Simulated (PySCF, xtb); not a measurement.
B(H)(NH2)(NMe2) (C₂H₉BN₂), SMILES CN(C)BN. One conformer was computed; it need not be the lowest.

Harmonic wavenumbers (cm⁻¹) from GFN2-xTB (xtb 6.7.1) at its own minimum, in rising order: 83, 167, 199, 276, 283, 396, 409, 471, 475, 769, 798, 917, 1050, 1063, 1097, 1107, 1136, 1219, 1273, 1410, 1417, 1461, 1478, 1487, 1498, 1516, 1555, 2596, 2884, 2886, 2914, 2923, 3046, 3048, 3512, 3559.

What does PBE-D3(BJ)/def2-SVP run with PySCF give at its own minimum? (An estimate is asked for; the answer gives what the named calculation found.)

35, 187, 226, 261, 267, 322, 388, 484, 525, 751, 857, 916, 1046, 1049, 1077, 1099, 1130, 1225, 1269, 1376, 1396, 1398, 1407, 1421, 1428, 1494, 1560, 2522, 2899, 2910, 2946, 2958, 3063, 3078, 3535, 3643. Paired by order, the mean absolute difference is 31 cm⁻¹ and the zero-point energies are 74.9 and 74.5 kcal/mol.
